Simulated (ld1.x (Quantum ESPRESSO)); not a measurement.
# Configuration tests for oxygen (ultrasoft)

* Element: O
* Generator: ld1.x (Quantum ESPRESSO) 7.5
* Type: ultrasoft
* Functional: BLYP
* Relativity: scalar-relativistic
* Frozen core: [He]
* Valence charge: 6
* Reference configuration: 2s1.5 2p4.5
* Partial waves: 2s (bound): rcut 0.70, rcutus 0.85 bohr; 2s channel at -1.4 Ry: rcut 0.70, rcutus 0.85 bohr; 2p (bound): rcut 1.80, rcutus 2.15 bohr; 2p channel at -0.1 Ry: rcut 1.80, rcutus 2.15 bohr; 3d channel at 0.25 Ry: rcut 1.90, rcutus 2.25 bohr; 3d channel at 1.8 Ry: rcut 1.90, rcutus 2.25 bohr
* Local potential: all-electron potential smoothed inside 1.25 bohr (lloc = -1)
* Core correction: a·sin(br)/r model core inside 0.45 bohr
* Augmentation charge: PSQ, radius 0.75 bohr

Energies are relative to the spin-unpolarised reference configuration 2s1.5 2p4.5; without spin polarisation the order of configurations can differ from experiment.

| valence configuration | charge | ΔE all-electron (eV) | error AE − PS (meV) |
| --- | --- | --- | --- |
| 2s2 2p4 | 0 | -7.410 | +1.1 |
| 2s2 2p3 | +1 | 9.019 | -27 |
| 2s2 2p0 | +4 | 173.597 | -34 |
| 2s2 2p1 | +3 | 96.565 | -263 |
| 2s1 2p5 | 0 | 7.422 | +1.1 |

Q: What are ΔE and the potential's error for 2s2 2p2?

A: ΔE = 42.627 eV all-electron; the error (AE − PS) is -139 meV.

Q: What are ΔE and the potential's error for 2s2 2p4.3?

A: ΔE = -9.530 eV all-electron; the error (AE − PS) is +1.0 meV.

Levels in the configuration 2s2 2p0:

```tsv
level	all-electron (eV)	pseudo (eV)
2s	-102.693	-102.616
```
